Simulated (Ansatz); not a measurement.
C2H5O, doublet, at a GFN2-xTB geometry; CAM-B3LYP/def2-SVP (Ansatz, a program for electronic structure).

The Ansatz input:
Ansatz 0.2 input:
```yaml
crystal:
  periodic: [false, false, false]
  atoms:
    - {symbol: C, position_ang: [1.17191809, -0.13861492, 0.23335589]}
    - {symbol: C, position_ang: [-0.34359491, -0.31108949, 0.15398349]}
    - {symbol: O, position_ang: [-1.03045264, 0.58901072, -0.50055513]}
    - {symbol: H, position_ang: [1.62084732, -0.94877495, 0.80144225]}
    - {symbol: H, position_ang: [1.59524001, -0.12379096, -0.76860675]}
    - {symbol: H, position_ang: [1.41159131, 0.81016619, 0.70845745]}
    - {symbol: H, position_ang: [-0.76636098, -0.42127018, 1.18828914]}
    - {symbol: H, position_ang: [-0.58763560, -1.33018941, -0.24917730]}
basis:
  gaussian:
    orbitals: def2-SVP
hamiltonian:
  xc: cam_b3lyp
magnetization: {spin_polarized: true, initial_magnetization: 1}
accuracy: high
```

It wrote (shortened):

```
Functional definition: CAM-B3LYP
1629 factors; integrals over basis functions are off by at most 3.4e-9 eV
308 factors; integrals over basis functions are off by at most 2.0e-9 eV
mean field evaluation 1: about -4191.2475 eV, gradient 2.8e1 eV
mean field evaluation 2: about -4191.9535 eV, gradient 2.8e1 eV
mean field evaluation 4: about -4195.1270 eV, gradient 2.2e0 eV
mean field evaluation 8: about -4195.3056 eV, gradient 1.2e-1 eV
mean field evaluation 16: about -4195.3059 eV, gradient 8.5e-5 eV
mean field evaluation 32: about -4195.1156 eV, gradient 3.7e0 eV
mean field -4195.30594454 eV, -154.1746497813 hartree, gradient 4.7e-8 eV, S^2 0.754265; 1 other end points of the search recorded, 0 dependent functions left out
reference -4195.30596142 eV, -154.1746504018 hartree; 13, 12 occupied and 54, 55 virtual orbitals, 1629 factors
Total energy: -4195.30596142 eV, -154.1746504018 hartree
```
